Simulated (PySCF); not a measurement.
SMILES Cl[Si]([SiH](Cl)Cl)Cl, doublet (PBE0/def2-SVP optimised geometry):

```
7

Cl     0.337     2.385    -1.753
Si    -0.343     1.516     0.000
Cl    -2.416     1.535     0.003
Si     0.356    -0.735     0.000
Cl     2.416    -0.735     0.000
Cl    -0.356    -1.598     1.728
H     -0.118    -1.535    -1.161
```

Computed with unrestricted PBE0/def2-TZVP run with PySCF.

What are the frontier orbital energies (α orbitals alone; a β orbital can be the lowest empty one) and the dipole moment?

HOMO-2 -9.49 eV, HOMO-1 -8.96 eV, HOMO -6.81 eV, LUMO -1.22 eV, LUMO+1 -1.17 eV; dipole moment 0.22 D.

On the same geometry unrestricted PBE/def2-TZVP in PySCF 2.14.0 gives HOMO-2 -8.08 eV, HOMO-1 -7.66 eV, HOMO -5.64 eV, LUMO -2.04 eV, LUMO+1 -1.99 eV; dipole moment 0.24 D.

Meta-Löwdin charges at PBE0/def2-TZVP: Cl1 -0.25, Si2 0.48, Cl3 -0.25, Si4 0.62, Cl5 -0.27, Cl6 -0.27, H7 -0.07.
